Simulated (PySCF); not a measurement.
Na₂, singlet, at a GFN2-xTB geometry (such geometries of metal compounds can be far from the true shape); M062X/cc-pVTZ run with PySCF.

Input for PySCF:
```python
from pyscf import gto, scf, dft

mol = gto.M(
    atom='''
Na   -0.000000   -0.000000   -1.366341
Na    0.000000    0.000000    1.366341
''',
    basis='cc-pvtz',
    charge=0,
    spin=0,
    verbose=4,
)

mf = dft.RKS(mol)
mf.xc = 'm062x'
mf.kernel()
```

### Question
Write the output that PySCF gives for this input, abridged.

### Answer

```
PySCF version 2.14.0

[INPUT] verbose = 4
[INPUT] num. atoms = 2
[INPUT] num. electrons = 22
[INPUT] charge = 0
[INPUT] spin (= nelec alpha-beta = 2S) = 0
[INPUT] symmetry False subgroup None
[INPUT] Mole.unit = angstrom
[INPUT] Symbol           X                Y                Z      unit          X                Y                Z       unit  Magmom
[INPUT]  1 Na     0.000000000000   0.000000000000  -1.366341000000 AA    0.000000000000   0.000000000000  -2.582010282764 Bohr   0.0
[INPUT]  2 Na     0.000000000000   0.000000000000   1.366341000000 AA    0.000000000000   0.000000000000   2.582010282764 Bohr   0.0

nuclear repulsion = 23.4313551746306
number of shells = 18
number of NR pGTOs = 126
number of NR cGTOs = 68
basis = cc-pvtz
ecp = {}

******** <class 'pyscf.dft.rks.RKS'> ********
method = RKS
initial guess = minao
damping factor = 0
level_shift factor = 0
DIIS = <class 'pyscf.scf.diis.CDIIS'>
diis_start_cycle = 1
diis_space = 8
diis_damp = 0
SCF conv_tol = 1e-09
SCF conv_tol_grad = None
SCF max_cycles = 50
direct_scf = True
direct_scf_tol = 1e-13
XC library pyscf.dft.libxc version 7.1.2
    S. Lehtola, C. Steigemann, M. J. T. Oliveira, and M. A. L. Marques,  SoftwareX 7, 1–5 (2018)
XC functionals = m062x
    Y. Zhao and D. G. Truhlar,  Theor. Chem. Acc. 120, 215 (2008)
    Y. Zhao and D. G. Truhlar,  Theor. Chem. Acc. 120, 215 (2008)
radial grids:
    Treutler-Ahlrichs [JCP 102, 346 (1995); DOI:10.1063/1.469408] (M4) radial grids

becke partition: Becke, JCP 88, 2547 (1988); DOI:10.1063/1.454033
pruning grids: <function nwchem_prune>
grids dens level: 3
symmetrized grids: False
atomic radii adjust function: <function treutler_atomic_radii_adjust>
small_rho_cutoff = 0
Set gradient conv threshold to 3.16228e-05
Initial guess from minao.
tot grids = 36200
init E= -324.528675259695
  HOMO = -0.16087996227161  LUMO = -0.0534177671063549  gap/eV = 2.92420
cycle= 1 E= -324.537134485014  delta_E= -0.00846  |g|= 0.0331  |ddm|= 1.13
  HOMO = -0.156185852625373  LUMO = -0.0328286923214676  gap/eV = 3.35672
cycle= 2 E= -324.537503694188  delta_E= -0.000369  |g|= 0.00478  |ddm|= 0.185
  HOMO = -0.157196208007205  LUMO = -0.0326688602174809  gap/eV = 3.38856
cycle= 3 E= -324.537517186382  delta_E= -1.35e-05  |g|= 0.00104  |ddm|= 0.0244
  HOMO = -0.156926782010536  LUMO = -0.0324797404166706  gap/eV = 3.38638
cycle= 4 E= -324.537518188307  delta_E= -1e-06  |g|= 0.000135  |ddm|= 0.00556
  HOMO = -0.15687677553591  LUMO = -0.0324355518793036  gap/eV = 3.38622
cycle= 5 E= -324.53751821867  delta_E= -3.04e-08  |g|= 1.24e-05  |ddm|= 0.00132
  HOMO = -0.156882499911541  LUMO = -0.0324362076785385  gap/eV = 3.38636
cycle= 6 E= -324.537518218867  delta_E= -1.97e-10  |g|= 1.89e-06  |ddm|= 0.000155
  HOMO = -0.156881496307494  LUMO = -0.0324357140102447  gap/eV = 3.38634
Extra cycle  E= -324.537518218873  delta_E= -5.8e-12  |g|= 4.66e-07  |ddm|= 1.9e-05
converged SCF energy = -324.537518218873
```
